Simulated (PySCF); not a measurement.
# Computed structure and properties of [Cs3]+

System: [Cs3]+ (singlet); start: template (D3h). Method: PySCF 2.14.0, RKS r2SCAN, Cs def2-SVP with ECP46; non-relativistic Hamiltonian with scalar-relativistic core potentials where named; density fitting; no spin-orbit coupling.

Input of the relaxation:

```python
mol = gto.M(atom='''
Cs     2.88501    -0.00001    -0.00000
Cs    -1.44250     2.49850     0.00000
Cs    -1.44251    -2.49849    -0.00000''',
    basis={'Cs': 'def2-SVP'},
    ecp={'Cs': 'def2-SVP'},
    charge=1, spin=0)
mf = dft.RKS(mol, xc='R2SCAN')
mf.grids.atom_grid = (50, 194)
mf = mf.density_fit()  # fitting sets: Cs def2-universal-JKFIT
mf.conv_tol = 1e-08; mf.max_cycle = 55
mf.kernel(dm0)  # dm0: converged density of the start geometry
# quasi-Newton relaxation in Cartesian coordinates to a largest gradient under 0.00045 Eh/bohr, steps kept in the point group
```

Run from Python with OMP_NUM_THREADS=2; the lines above give its settings. Where DIIS fails, smearing, a level shift and second-order steps follow.
It took 6.2 s on 2 threads of Arm Neoverse V1, on a shared host, from the converged density of the start.

Course of the relaxation:

```json
{"step": "0", "energy above end (eV)": "0.0494", "largest force component within the symmetry (eV/Å)": "0.167"}
{"step": "1", "energy above end (eV)": "0.0446", "largest force component within the symmetry (eV/Å)": "0.158"}
{"step": "2", "energy above end (eV)": "0.0052", "largest force component within the symmetry (eV/Å)": "0.046"}
{"step": "3", "energy above end (eV)": "0.0004", "largest force component within the symmetry (eV/Å)": "0.013"}
{"step": "4", "energy above end (eV)": "0.0000", "largest force component within the symmetry (eV/Å)": "0.000"}
```

Relaxed geometry (D3h):

```xyz
3

Cs    3.1023    0.0000    0.0000
Cs   -1.5512    2.6867    0.0000
Cs   -1.5512   -2.6867    0.0000
```

```
contact      Å
Cs3–Cs1  5.373
Cs2–Cs1  5.373
Cs3–Cs2  5.373
```

On the finer grid (75, 302):

```
HOMO                                                          : -5.04 eV
LUMO                                                          : -3.88 eV
Dipole about the centre of mass                               : 0.00 D
Set of Mulliken populations of Cs1 outside the core potential : s 2.51, p 6.12, d 0.03
D3(BJ) dispersion energy (not in the energies)                : -0.009 eV
```

```json
{"atom": "Cs1", "Mulliken (e)": "0.33", "Löwdin (e)": "0.33", "spin (e)": "0.00"}
{"atom": "Cs2", "Mulliken (e)": "0.33", "Löwdin (e)": "0.33", "spin (e)": "0.00"}
{"atom": "Cs3", "Mulliken (e)": "0.33", "Löwdin (e)": "0.33", "spin (e)": "0.00"}
```

No frequency check is given for this geometry.

One start shape was tried, so this needn't be the lowest isomer.
